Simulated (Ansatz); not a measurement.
C2H7BSi, SMILES `BC1C[SiH2]1`. Total charge 0; spin multiplicity 1.

Cartesian coordinates in Å:
```
B 1.1449 0.8546 0.5718
C 0.0150 -0.0907 0.8353
C -1.3282 -0.0279 0.1367
Si -0.0160 -0.6337 -1.0148
H 2.2288 0.6361 1.0299
H 0.9697 1.8252 -0.1160
H 0.1697 -0.9605 1.4721
H -2.0882 -0.7175 0.4868
H -1.7076 0.9692 -0.0671
H 0.1532 -2.0839 -1.2257
H 0.4587 0.2290 -2.1090
```

Question: Give the diagnostics of a CCSD(T)/def2-TZVPP run (frozen core, Ansatz). (Estimate.)

Answer: Computed: T1 = 0.0112, largest single amplitude 0.017, largest double 0.035, (T) share of the correlation energy 4.2 %, 9 CCSD cycles. The RHF solution is stable towards an unrestricted one. T1 lies under the customary mark of 0.02 for closed shells.
